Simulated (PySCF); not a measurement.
(3E)-2-fluoropenta-1,3-diene (C5H7F), SMILES C=C(F)/C=C/C. The structure is a stationary point at PBE-D3(BJ)/def2-SVP. One conformer was computed; it need not be the lowest.

The numbers are results of PBE-D3(BJ)/def2-SVP (PySCF), not measurements.

Harmonic wavenumbers (cm⁻¹): 130, 176, 187, 216, 367, 416, 574, 593, 697, 793, 816, 854, 918, 954, 958, 1008, 1100, 1227, 1266, 1319, 1340, 1348, 1396, 1407, 1641, 1692, 2954, 3019, 3064, 3095, 3100, 3113, 3221. Rotational constants (GHz): 9.055, 1.895, 1.582; symmetry number 1.

Task: Work out the zero-point energy and the ideal-gas rigid-rotor harmonic-oscillator thermochemistry at 298.15 K and 1 atm.

Result: ZPE = ½ Σ hcν = ½ × 44958 cm⁻¹ = 64.27 kcal/mol. H − E(el) = 69.14 kcal/mol. Entropy in cal/(mol K): translation 39.27, rotation 26.87, vibration 14.10, total 80.25. G − E(el) = 45.21 kcal/mol. Cp = 26.24 cal/(mol K). Modes under 150 cm⁻¹ make the vibrational entropy uncertain.
